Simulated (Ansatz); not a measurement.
The cluster GeI2 (the lowest singlet isomer of a short search) was relaxed with B3LYP-D4 (def2-TZVP) in Ansatz in these states: neutral quintet, neutral singlet, neutral triplet. The geometries follow in no particular order.

In the def2 sets I takes a core potential; there is no spin–orbit coupling.

A:

Cartesian coordinates in Å:
```
Ge 0.000 -0.001 0.000
I 1.879 1.556 1.281
I -1.879 -1.556 -1.281
```

B:

```xyz
3

Ge    0.0481   -0.4292   -0.9844
I    -1.2526   -1.2746    1.0815
I     1.2045    1.7038   -0.0971
```

C:

```xyz
3

Ge   -0.829   -0.037   -0.184
I     0.860    0.553   -2.020
I    -0.031   -0.516    2.204
```

Judge from the bond lengths which geometry belongs to which state (an estimate).

A is the neutral quintet (Ge1–I2 2.756 Å, Ge1–I3 2.756 Å); B is the neutral singlet (Ge1–I2 2.583 Å, Ge1–I3 2.583 Å); C is the neutral triplet (Ge1–I2 2.563 Å, Ge1–I3 2.563 Å).

At PBE0-D4/def2-TZVP a singlet lies 5.33 eV below the neutral quintet. At PBE0-D4/def2-TZVP a singlet lies 1.92 eV below the neutral triplet. These are the stationary points nearest to one start from a short search; other shapes may lie lower in each state.
